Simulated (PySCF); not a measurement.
## Tm: ionisation energy

Tm [Xe] 4f13 6s2 (2F) → Tm⁺ [Xe] 4f13 6s1 (3F), as a difference of total energies. Computed with PySCF 2.14 in cc-pVTZ-X2C (10s9p7d5f3g1h, 145 functions), with scalar relativity by spin-free X2C-1e. Correlated levels: valence: [Kr] 4d10 frozen; valence and next inner shell: [Ar] 3d10 frozen. The calculations carry no spin-orbit coupling.

**Question.** Order these methods by the ionisation energy they give, lowest first.
A. BHandHLYP
B. PW91
C. B2PLYP
D. MP2 (valence)

**Answer.** A (6.017 eV), D (6.146 eV), C (6.221 eV), B (6.279 eV).

The reference lies between the lowest fine-structure levels, while these numbers refer to the centres of the terms.

For comparison: 6.184 eV (measured; NIST Atomic Spectra Database, ionization energies).
